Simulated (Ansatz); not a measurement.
Compare A (`O/C=N/[SiH3]`) with its isomer B (`CO[Si]N`).

Calculated with Ansatz (gas phase, PBE0-D4/def2-TZVP geometries, no zero-point term in ΔE). CCSD(T)/CBS adds triple-zeta CCSD(T) − MP2 to the extrapolated MP2 energy (def2 sets, frozen cores). DFT in def2-TZVPP. B3LYP here is the variant with VWN-RPA as its local correlation; programs differ in this. One conformer a species, not always the lowest.

A:

```xyz
9

O    -2.195    0.041    1.074
C    -1.172   -0.076    0.223
N     0.020    0.153    0.542
Si    1.372    0.015   -0.524
H    -1.820    0.323    1.922
H    -1.542   -0.393   -0.758
H     0.963   -0.416   -1.895
H     2.051    1.332   -0.615
H     2.324   -0.980    0.031
```

B:

```xyz
9

C     1.1287   -1.0672    0.7160
O     0.1413   -0.3968   -0.0302
Si   -0.2748    1.1862    0.2475
N    -1.4674    1.3151   -0.9638
H     0.6885   -1.9386    1.2078
H     1.5744   -0.4230    1.4844
H     1.9236   -1.4101    0.0483
H    -1.9801    2.1668   -1.1219
H    -1.7341    0.5677   -1.5880
```

Task: Which isomer does CCSD(T)/CBS put lower? Give the gap. (Estimate.)

Result: Computed: B, by 22.3 kcal/mol.

Task: Give E(B) − E(A) in kcal/mol with CCSD(T)/def2-SVP, LDA (SPW92), PBE-D4, CCSD(T)/def2-TZVPP, B3LYP, HF/def2-TZVPP, ωB97M-V. (An estimate is asked.)

Result: Computed: CCSD(T)/def2-SVP -15.8, LDA (SPW92) -21.4, PBE-D4 -19.5, CCSD(T)/def2-TZVPP -21.2, B3LYP -20.7, HF/def2-TZVPP -17.2, ωB97M-V -23.2. None reverses the order clearly.

Task: Does the order hold for the free energy at 298.15 K (harmonic terms from PBE0-D4)? (Best estimate.)

Result: The calculation gave: Yes: G(B) − G(A) = -18.2 kcal/mol, for one conformer each.

Largest T1 diagnostic: 0.014.

Leaving LDA and LC-ωPBE aside and taking each functional with its dispersion term where it has one, the values, not all of them listed here, spread over 5.0 kcal/mol, from ωB97M-V to r2SCAN-D4. LDA lies −2.0 kcal/mol from PBE without D4. From r2SCAN to r2SCAN0 (25 % exact exchange), in def2-TZVPP and without D4, E(B) − E(A) moves by −1.2 kcal/mol.
